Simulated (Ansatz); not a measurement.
GeH4O (SMILES [OH][GeH3]) moved off its minimum; all values from Ansatz (a first-principles code), cores frozen in correlated methods.
(charge 0, multiplicity 1)
```xyz
6

Ge    -0.43344     0.00977    -0.03395
O      1.39047    -0.43024    -0.38592
H     -0.48307    -0.13519     1.63780
H     -1.14388    -0.81781    -0.85357
H     -0.67393     1.50572    -0.30638
H      1.96352     0.14042     0.00784
```

| level | largest force (eV/Å) | on atom | rms difference from CCSD(T)/aug-cc-pVTZ (eV/Å) | dipole (D) |
|---|---|---|---|---|
| HF/def2-TZVPP | 7.15 | Ge1 | 0.460 | 1.99 |
| PBE/def2-TZVPP | 6.34 | Ge1 | 0.186 | 1.53 |
| r2SCAN/def2-TZVPP | 6.51 | Ge1 | 0.123 | 1.61 |
| B3LYP/def2-TZVPP | 6.43 | Ge1 | 0.112 | 1.68 |
| wB97M-V/def2-TZVPP | 6.54 | Ge1 | 0.140 | 1.73 |
| MP2/aug-cc-pVTZ | 6.78 | Ge1 | 0.066 | 1.81 |
| CCSD(T)/aug-cc-pVTZ | 6.73 | Ge1 | 0.000 | 1.78 |

The differences count from one level among others, with limits of its own. Forces at CCSD(T)/aug-cc-pVTZ (eV/Å):

```tsv
atom	Fx	Fy	Fz
Ge1	4.721	2.352	4.177
O2	-4.509	-2.159	-1.718
H3	-0.332	-0.083	-1.724
H4	-2.321	-2.768	-2.391
H5	-0.030	0.066	-0.162
H6	2.472	2.592	1.818
```
